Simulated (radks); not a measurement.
The mercury ion Hg47+, 33 electrons, occupied as [Ar] 3d10 4s2 4p3.

Method: scalar-relativistic Kohn-Sham, PBE, spin-polarised, spherical densities, finite nucleus; open shells are filled with parallel spins first (spin-orbit coupling, left out, can overturn this in heavy ions); Fermi nuclear charge, rms radius 5.4648 fm; computed with a radial shooting solver on a logarithmic mesh with Libxc functionals.

Energy parts (eV):
total: -491359.88
kinetic: 556159.92
electron-nucleus: -1135178.62
Hartree: 95159.51
exchange-correlation: -7500.69

Orbitals (lengths in bohr, moments of r in powers of bohr; <r^-3> diverges for s and p1/2; r(max) is where P^2 peaks):
orbital  occ.  eigenvalue (eV)  <r^-3>   r(max)  <1/r>
1s up       1        -85570.14       -  0.01023  97.53
1s down     1        -85566.65       -  0.01023  97.53
2s up       1        -17146.12       -  0.05911  22.92
2s down     1        -17144.25       -  0.05912  22.92
2p up       3        -15126.53   26860  0.04901  20.31
2p down     3        -15123.60   26860  0.04902  20.31
3s up       1        -5803.662       -   0.1654  8.634
3s down     1        -5800.515       -   0.1655  8.635
3p up       3        -5216.314    6418   0.1646  7.877
3p down     3        -5212.728    6419   0.1647  7.879
3d up       5        -4618.916   795.8   0.1336  7.407
3d down     5        -4615.597   796.4   0.1336  7.409
4s up       1        -2783.647       -   0.3508  4.209
4s down     1        -2766.948       -   0.3503  4.213
4p up       3        -2562.450    2166   0.3618  3.913
4p down     0        -2545.815    2168   0.3613  3.913

The highest occupied level is 4p up at -2562.4 eV. For comparison, the ionisation energy in NIST's Atomic Spectra Database is 2539 eV (theoretical). In exact Kohn-Sham theory the highest level is minus the ionisation energy, but local and semilocal functionals leave it too shallow, through self-interaction and a potential that decays too fast; potentials with the right tail come closer. The density falls to 0.001 e/bohr^3 at r = 0.91 bohr. The spin density at the nucleus is -69.01 e/bohr^3 (1s -60.83, 2s 15.61, 3s 5.14, 4s -28.93). The electron density at the nucleus is 2.506e+06 e/bohr^3 (large components only).
